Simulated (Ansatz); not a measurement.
System (SMILES): O=[P] (O-P), doublet.
Atoms: P1, O2. Bonds: P1-O2.

Basis-set convergence of the optimised P1-O2 bond length at PBE with Ansatz (a first-principles code). All functions are spherical. The program fits the integrals of some runs and decomposes those of others, by size. Open shells are unrestricted. No added dispersion term, no relativity. Reference: the value in pcseg-4, 1.4918 Å, itself unsure by roughly 0.0005 Å (its mean distance from aug-pcseg-3, aug-cc-pV(Q+d)Z, cc-pV(5+d)Z). Deviations are taken from unrounded values.

```csv
basis,functions
pcseg-0,22
pcseg-1,32
aug-pcseg-1,50
pcseg-2,64
aug-pcseg-2,96
pcseg-3,124
aug-pcseg-3,174
pcseg-4,206
```

Q: Which is the smallest pcseg set listed that can be trusted to 0.003 Å here, that is, within that of the reference together with its larger relatives (same family, alike in diffuse functions; a set with none to test it counts only in the reference's own line)?

A: The smallest set listed that lies within 0.003 Å of the reference with all its larger relatives (same family, alike in diffuse functions; a set with none counts only in the reference's own line) is pcseg-3 (124 functions, 0.0003 Å off). Inside, with no larger relative to test it: aug-pcseg-3. Value minus reference: pcseg-0 0.1075, pcseg-1 0.0275, aug-pcseg-1 0.0279, pcseg-2 0.0050, aug-pcseg-2 0.0049, pcseg-3 0.0003, aug-pcseg-3 0.0003, pcseg-4 0.0000 Å.
